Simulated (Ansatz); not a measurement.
C$_{3}$H$_{6}$BN (`BC1(C)C=N1`). Charge 0, multiplicity 1.

| atom | x (Å) | y (Å) | z (Å) |
| --- | --- | --- | --- |
| B1 | 0.946 | 0.578 | 1.121 |
| C2 | -0.072 | -0.057 | 0.176 |
| C3 | 0.301 | -0.537 | -1.204 |
| C4 | -1.498 | 0.248 | 0.438 |
| N5 | -1.249 | -0.878 | 0.868 |
| H6 | 0.653 | 0.768 | 2.265 |
| H7 | 2.020 | 0.918 | 0.715 |
| H8 | 0.773 | 0.268 | -1.774 |
| H9 | 1.017 | -1.361 | -1.149 |
| H10 | -0.570 | -0.885 | -1.762 |
| H11 | -2.322 | 0.938 | 0.306 |

**Question.** What are the harmonic wavenumbers in cm⁻¹ at PBE0-D4/def2-TZVP (Ansatz, finite differences of forces, unscaled)? (Estimate.)

**Answer.** Ansatz gave: 92, 186, 321, 355, 373, 405, 617, 772, 814, 846, 979, 1008, 1057, 1071, 1176, 1219, 1314, 1405, 1475, 1487, 1822, 2580, 2664, 3046, 3115, 3129, 3226.

**Question.** Is this a minimum?

**Answer.** Yes, all 27 modes are real.

**Question.** Give the ideal-gas thermochemistry at 298.15 K and 1 bar (rigid rotor, harmonic oscillator; point group C1, symmetry number 1).

**Answer.** Zero-point energy 218.6 kJ/mol; H(298) − E = 237.2 kJ/mol; entropy 315.7 J/(mol·K), of which translation 161.3, rotation 104.8, vibration 49.6; G(298) − E = 143.1 kJ/mol. Modes under 100 cm⁻¹ are hindered rotations or soft bends, so the harmonic entropy is rough.

**Question.** And at 400, 500, 600, 800 and 1000 K?

**Answer.** 
```
T (K)  H − E (kJ/mol)  S (J/mol/K)  G − E (kJ/mol)
  400           248.2        347.3           109.3
  500           261.1        376.0            73.1
  600           275.7        402.5            34.2
  800           308.9        450.2           -51.2
 1000           346.3        491.8          -145.5
```

**Question.** Rotational constants (cm⁻¹)?

**Answer.** 0.2419, 0.1976, 0.1321.
